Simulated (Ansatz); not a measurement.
Total energies of CH₅GeNZn.

```xyz
9

Ge   -1.448    0.283   -0.294
C     0.362   -0.298    0.229
N     1.448    0.265   -0.090
Zn    3.592   -1.464    1.261
H    -2.154   -0.835   -1.075
H    -2.273    0.618    0.958
H    -1.280    1.532   -1.175
H     0.450   -1.194    0.858
H     1.304    1.091   -0.673
```

The species carries charge 0 and has multiplicity 1. For Zn the d shell is correlated and the shells below it are frozen. Correlated methods include outer-core shells of Ge, which these sets cover unevenly. Scalar relativity is left out up to krypton. The bonds changed during the relaxation, so this is another structure than the one it started from. Geometry: relaxed with PBE0-D4/def2-TZVP. Basis def2-TZVPP, Ansatz 0.2.0.

RPA on PBE orbitals: Hartree–Fock energy of these orbitals -3948.31261 Eh, correlation -1.64758 Eh (frozen core).

```
             functional  energy without D4 (Eh)  D4 term (kJ/mol)
            LDA (SPW92)             -3945.36367                 –
                    PBE             -3951.55580             -18.9
                 B97M-V             -3951.51087                 –
                   PBE0             -3951.63054             -16.2
                  B3LYP             -3952.37012             -30.6
                r2SCANh             -3952.14344              -5.1
                r2SCAN0             -3952.10150              -5.7
HSE06 (plane-wave form)             -3951.62404             -15.2
                  BHLYP             -3952.13959             -24.1
              CAM-B3LYP             -3952.44464             -16.7
                LC-ωPBE             -3951.67762                 –
                ωB97M-V             -3951.99795                 –
                 B2PLYP             -3951.53161                 –
               PBE-QIDH             -3951.03538                 –
```

Problem. Give the same for revPBE, BLYP, r2SCAN, ωB97X-V. (Best estimate.)

Solution. Computed: 
```csv
functional,energy without D4 (Eh),D4 term (kJ/mol)
revPBE,-3951.95744,-54.0
BLYP,-3952.37469,-41.1
r2SCAN,-3952.17288,-4.8
ωB97X-V,-3951.86416,–
```

B3LYP takes the VWN-RPA correlation (the form of Gaussian; ORCA's B3LYP/G). HSE06 is the plane-wave form, built on full-range PBE exchange. The double hybrids freeze the cores in their second-order part.

LC-ωPBE has ω = 0.4 bohr⁻¹.
